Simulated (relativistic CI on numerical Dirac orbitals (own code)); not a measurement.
## Cu³⁺: M2,3 absorption edge

Computed with this model: Dirac-Coulomb-Breit CI, orbitals from a KLI potential per configuration, model QED (radiative potential, 1s self-energy scaled to tabulated hydrogen-like ionisation energies), valence Slater integrals scaled by 0.7, multiplet model of core-to-valence dipole absorption; configurations [Ar] 3d8 → [Ne] 3s2 3p5 3d9; 300 K; Lorentzian 1.2 eV and Gaussian 0.3 eV FWHM. Energies are those of the free ion, without screening or charge transfer. The branching ratio is the share of the lower-energy edge in the whole absorption, uncertain by about 0.02 where the edges overlap. S is read from ⟨S²⟩ = S(S + 1).

Field parameters in Wybourne normalisation: D3d B²₀ = −7Dσ, B⁴₀ = −14Dq − 21Dτ, B⁴₃ = −14√(10/7) Dq. The field is a parameter set, without covalency.

Computed curve for free ion, scaled to 100 at the maximum (points under 2 are left out and the grid is thinned):

| Energy (eV) | Intensity |
| --- | --- |
| 70.00 | 2.0 |
| 70.25 | 2.3 |
| 70.50 | 2.6 |
| 70.75 | 2.9 |
| 71.00 | 3.4 |
| 71.25 | 3.9 |
| 71.50 | 4.7 |
| 71.75 | 5.7 |
| 72.00 | 7.0 |
| 72.25 | 9.0 |
| 72.50 | 11.9 |
| 72.75 | 16.4 |
| 73.00 | 23.5 |
| 73.25 | 34.5 |
| 73.50 | 48.1 |
| 73.75 | 56.3 |
| 74.00 | 52.0 |
| 74.25 | 41.8 |
| 74.50 | 34.4 |
| 74.75 | 30.0 |
| 75.00 | 25.2 |
| 75.25 | 19.7 |
| 75.50 | 15.3 |
| 75.75 | 12.5 |
| 76.00 | 11.0 |
| 76.25 | 10.5 |
| 76.50 | 10.6 |
| 76.75 | 11.4 |
| 77.00 | 13.1 |
| 77.25 | 15.8 |
| 77.50 | 20.1 |
| 77.75 | 27.1 |
| 78.00 | 38.5 |
| 78.25 | 56.8 |
| 78.50 | 81.4 |
| 78.75 | 100.0 |
| 79.00 | 94.6 |
| 79.25 | 70.9 |
| 79.50 | 48.0 |
| 79.75 | 32.4 |
| 80.00 | 22.7 |
| 80.25 | 16.6 |
| 80.50 | 12.6 |
| 80.75 | 9.9 |
| 81.00 | 8.0 |
| 81.25 | 6.5 |
| 81.50 | 5.5 |
| 81.75 | 4.7 |
| 82.00 | 4.0 |
| 82.25 | 3.5 |
| 82.50 | 3.1 |
| 82.75 | 2.7 |
| 83.00 | 2.4 |
| 83.25 | 2.2 |

The ground state has S = 1.00, and the centroid lies at 76.94 eV.
